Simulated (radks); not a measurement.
Question: Excited configurations of Hg III: one electron is placed in a higher orbital outside [Xe] 4f14 5d9. The ground configuration is [Xe] 4f14 5d10. Calculated with a radial shooting solver on a logarithmic mesh with Libxc functionals: Dirac Kohn-Sham, BLYP, spin-unpolarised, spherical densities, point nucleus; open shells fill j = l - 1/2 first. Excitation = E - E(ground); binding = E(ion) - E, where the ion is the core of charge +3; n* = 3/sqrt(2 binding) in atomic units, and the quantum defect is n - n*.

outer orbital  excitation (eV)  binding (eV)     n*  quantum defect  eigenvalue (eV)  <r> (bohr)
5f5/2                   26.336         8.238  3.856           1.144           -6.238       5.159
6p1/2                   12.676        21.898  2.365           3.635          -17.886       2.756
6d3/2                   22.784        11.790  3.223           2.777           -9.422       4.381
6f5/2                   28.912         5.662  4.650           1.350           -4.566       8.921
7s1/2                   21.901        12.673  3.108           3.892          -10.752       4.979
7p1/2                   24.096        10.478  3.419           3.581           -8.868       5.744
7d3/2                   27.500         7.074  4.161           2.839           -5.879       8.008
7f5/2                   30.542         4.032  5.511           1.489           -3.355       13.63

Estimate the row for 6s1/2.

Answer: excitation (eV) 5.074; binding (eV) 29.500; n* 2.037; quantum defect 3.963; eigenvalue (eV) -24.792; <r> (bohr) 2.335. The Delta-SCF ionisation energy is 34.574 eV (NIST Atomic Spectra Database: 34.49 eV, measured). Self-interaction in the functional shifts the binding energies and quantum defects, so they are the method's values and not measured ones. Spin polarisation and multiplet splitting are left out, so open shells lie too high by an amount that depends on their filling.

Beside tabulated values, note that spin-unpolarised runs miss the spin-polarisation part of the exchange energy of open shells.
